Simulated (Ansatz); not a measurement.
The same path of C2H6FNOSi (12 atoms, charge 0, multiplicity 1) was run twice with different band settings. The coordinate that changes most is the angle C3–N4–H10.

The calculation used RKS CAM-B3LYP-D4/def2-SVP (Ansatz 0.2.0).

Relaxed end points:

```xyz
12
Properties=species:S:1:pos:R:3
C 0.885 -1.448 1.262
O 0.373 -0.957 0.033
C -0.101 0.300 0.029
N -0.096 1.020 1.069
Si -0.740 0.788 -1.682
F -1.263 2.315 -1.483
H 1.220 -2.474 1.070
H 0.108 -1.435 2.041
H 1.723 -0.827 1.611
H -0.495 1.940 0.871
H -1.882 -0.059 -2.097
H 0.345 0.781 -2.689
```

```xyz
12
Properties=species:S:1:pos:R:3
C 0.818 -1.304 1.243
O 0.310 -0.829 0.016
C -0.170 0.440 -0.043
N -0.230 1.295 0.884
Si -0.779 0.814 -1.794
F -1.373 2.316 -1.838
H 1.148 -2.335 1.071
H 0.043 -1.301 2.028
H 1.677 -0.703 1.584
H 0.135 0.963 1.782
H -1.859 -0.135 -2.157
H 0.357 0.725 -2.743
```

Common settings: spring 5.0 eV/Å²; optimiser quadratic models (default); start path IDPP; force threshold 0.03 eV/Å; end points relaxed.

| run | movable images | climbing image | iteration limit |
| --- | --- | --- | --- |
| 1 | 7 | yes | 44 |
| 2 | 8 | no | 50 |

(1) What does each run give, and how far can it be trusted?

Results:

(1) Run 1: converged after 13 iterations, highest image 1.000 eV above the first end. A vibrational analysis at the climbing image gives one clearly imaginary mode, 979i cm⁻¹: a first-order saddle point.
Run 2: converged after 15 iterations, highest image 0.998 eV above the first end. No image climbed, so the highest image needn't sit at the top of the path.
